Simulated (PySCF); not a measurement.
A structure optimised at PBE0-D3(BJ)/def2-TZVP, used in a PySCF frequency run:

```
Cd
N 1 2.0186
H 2 1.0143 1 111.42
H 2 1.0143 3 106.21 1 121.50
I 1 2.5860 3 160.51 2 167.26
```

**Question.** Write its SMILES, formula and point group.

**Answer.** [NH2][Cd][I], CdH2IN, Cs

**Question.** What are its rotational constants (standard atomic weights)?

**Answer.** 276.10, 0.87647, 0.87522 GHz
